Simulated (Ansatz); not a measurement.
Gas-phase electronic energies from Ansatz, PBE0-D4/def2-TZVP geometries. CBS: MP2 limit from def2 TZ/QZ plus the TZ coupled-cluster correction, frozen cores. DFT in def2-TZVPP. HSE06 is defined as in plane-wave codes. Elements past krypton have def2 core potentials. For Ge, In outer-core shells are correlated without core-valence functions, which leaves a few kJ/mol of doubt a bond. Scalar relativity is left out up to krypton. Each species was taken in one conformer, which may not be the lowest.

Consider the cleavage of the In–Ge bond: `[CH3][In]([F])[GeH3]` + CH₃NH₂ → `C[NH][In]([CH3])[F]` + GeH₄.

**Question.** Is it downhill or uphill in electronic energy at CCSD(T)/CBS, and by how much? (Best estimate.)

**Answer.** Ansatz gave: Uphill: ΔE = +10.3 kcal/mol.

**Question.** What do these levels give: BLYP-D4, PBE0-D4, r2SCANh-D4, HSE06-D4, r2SCAN, r2SCANh, HF/def2-SVP, CCSD(T)/def2-SVP, HF/def2-TZVPP, MP2/def2-TZVPP, CCSD/def2-TZVPP, CCSD/CBS(def2)? (Estimate.)

**Answer.** Computed: BLYP-D4 11.5, PBE0-D4 13.2, r2SCANh-D4 12.2, HSE06-D4 13.3, r2SCAN 12.0, r2SCANh 12.4, HF/def2-SVP 11.5, CCSD(T)/def2-SVP 9.6, HF/def2-TZVPP 11.3, MP2/def2-TZVPP 9.6, CCSD/def2-TZVPP 10.5, CCSD/CBS(def2) 10.8 kcal/mol.

Largest T1 diagnostic among the species: 0.014.

In def2-TZVPP, CCSD(T) changes the Hartree–Fock value by −1.3 kcal/mol (the triples alone add −0.5 kcal/mol) and MP2 by −1.7 kcal/mol. From r2SCAN to r2SCAN0 (25 % exact exchange), in def2-TZVPP and without D4, ΔE moves by +0.8 kcal/mol. Leaving LDA and LC-ωPBE aside and taking each functional with its dispersion term where it has one, the values, not all of them listed here, spread over 3.0 kcal/mol, from B97M-V to HSE06-D4. LDA lies −1.6 kcal/mol from PBE without D4.
